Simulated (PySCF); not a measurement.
Relaxation of quartet PtCl₃

Method: UPBE0/[Pt def2-SVP with ECP60, Cl def2-SVP], scalar-relativistic core potentials, density fitting, no spin–orbit coupling, PySCF. A (50,194) grid was used.

A hand-made T-shaped start, of C2v symmetry, held to at least that symmetry:

```xyz
4
charge 0 multiplicity 4, angstrom
Pt    0.0000    0.0000   -0.2770
Cl    0.0000    0.0000    1.9430
Cl    2.2186    0.0000   -0.1995
Cl   -2.2186    0.0000   -0.1995
```

Optimiser trace:
```json
{"step": "0", "E − E(last) (kJ/mol)": "89.64", "largest gradient (Eh/bohr)": "0.05880"}
{"step": "1", "E − E(last) (kJ/mol)": "43.12", "largest gradient (Eh/bohr)": "0.01840"}
{"step": "2", "E − E(last) (kJ/mol)": "17.83", "largest gradient (Eh/bohr)": "0.01397"}
{"step": "3", "E − E(last) (kJ/mol)": "7.38", "largest gradient (Eh/bohr)": "0.01141"}
{"step": "4", "E − E(last) (kJ/mol)": "2.81", "largest gradient (Eh/bohr)": "0.00815"}
{"step": "5", "E − E(last) (kJ/mol)": "0.43", "largest gradient (Eh/bohr)": "0.00387"}
{"step": "6", "E − E(last) (kJ/mol)": "0.02", "largest gradient (Eh/bohr)": "0.00050"}
{"step": "7", "E − E(last) (kJ/mol)": "0.00", "largest gradient (Eh/bohr)": "0.00020"}
{"step": "8", "E − E(last) (kJ/mol)": "0.00", "largest gradient (Eh/bohr)": "0.00013"}
```

It ends at C2v with Pt–Cl 2.236 Å (×2), Pt–Cl 2.305 Å; Cl–Pt–Cl 111.2° (×2), Cl–Pt–Cl 137.5° (after a last refinement on a finer grid). A frequency run shows a minimum.

Other spin states or occupations of the open shell can lie lower. At this level a doublet minimum of C2v symmetry lies 54 kJ/mol below this structure. No spin–orbit coupling is included, which matters more the heavier the element.

The relaxation took roughly 4 core-minutes on a shared host.
